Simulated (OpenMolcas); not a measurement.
Tc4+ (d3) in a complex was computed by CASSCF with the d shell active (OpenMolcas, ANO-RCC-VDZP on the metal). Its lowest spin-free states, and all those of the highest spin:

```tsv
2S+1	Degeneracy	E (cm-1)
4	1	0.0
2	2	14028
2	3	14707
2	3	21695
4	3	22015
4	3	28739
2	1	32834
2	3	33457
2	3	34893
2	2	36682
2	3	38426
2	3	43400
4	3	47619
```

Task: Is the site octahedral, tetrahedral or cube-like, axial, or of lower symmetry?

Result: The states with 2S+1 = 4 have orbital degeneracies 1, 3, 3, 3. Threefold states need a cubic site. For d3 at this spin an octahedron puts the single A2 below the threefold T2 and a tetrahedron or cube puts the threefold T1 below the threefold T2, so the site is octahedral. The first gap at this spin, 22000 cm-1, is |10Dq| in ligand-field theory. The run had Tc4+ with 6 ligands (chloride) in octahedral coordination (Oh) at 2.41 Å. A charge of +0.333 e stands 2.4 Å behind each ligand. Ligand basis ANO-RCC-VDZP.

Without dynamic correlation the repulsion within the d shell is too large (B by tens of per cent), so at a given field states of lower spin stand too high. The least metal-like active orbital is 69 % on the metal (Löwdin) and no ligand orbital is active, so the numbers are rough. With metal d orbitals alone the field can be off either way by tens of per cent. Ligand-to-metal charge-transfer states are missing. With no ligand orbital active B as a rule stays too high, so bands that hang on it stand too high and its fall with covalency is understated. No measured value stands beside these numbers; the geometry is a model, was not optimised and need not be the one that this ion takes.
